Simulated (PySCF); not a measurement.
Frontier levels across methods

Compound: C3H3F2NSi.
Geometry (PBE0-D3(BJ)/def2-SVP, Å), atoms numbered from 1 in this order:
```
atom  x, y, z in Å
C1     0.4958    1.3911   -0.4745
C2     0.4673    0.1168   -0.0415
C3     1.6659   -0.6298    0.1740
N4     2.6044   -1.2821    0.3731
Si5   -1.1682   -0.7153    0.3048
F6    -2.2935    0.4154    0.0644
F7    -1.4188   -1.8866   -0.7695
H8    -0.4351    1.9441   -0.6247
H9     1.4374    1.9058   -0.6875
H10   -1.3046   -1.2800    1.6605
```

Basis pcSseg-1 throughout (PySCF), one geometry. The structure is a single PBE0-D3(BJ)/def2-SVP conformer in the gas phase; no vibrational or solvent corrections.

**Question.** How do the orbital energies, the gap and the dipole change with the method?

**Answer.** 
```csv
method,kind,HOMO (eV),LUMO (eV),gap (eV),μ (D),SCF cycles
BLYP,GGA,-7.53,-3.12,4.41,3.04,16
B97-D,GGA,-7.66,-3.19,4.46,3.09,17
KT2,GGA,-7.71,-3.27,4.43,3.05,18
LDA,LDA,-7.97,-3.57,4.40,3.11,16
B3LYP,global hybrid,-8.63,-2.57,6.06,3.17,14
PBE0,global hybrid,-8.89,-2.39,6.50,3.21,14
CAM-B3LYP,range-separated hybrid,-10.15,-1.21,8.95,3.23,14
LC-wPBE,range-separated hybrid,-11.56,-0.10,11.45,3.28,14
```

The HOMO spans 4.03 eV, from BLYP down to LC-wPBE, and the gap runs from 4.40 eV (LDA) to 11.45 eV (LC-wPBE). Over the methods BLYP (0 %), B97-D (0 %), KT2 (0 %), LDA (0 %), B3LYP (20 %), PBE0 (25 %), a straight line through the gap against the share of exact exchange rises by 0.82 eV for each 10 % (correlation coefficient 1.000). The dipole ranges from 3.04 D (BLYP) to 3.28 D (LC-wPBE). This basis has no diffuse functions.
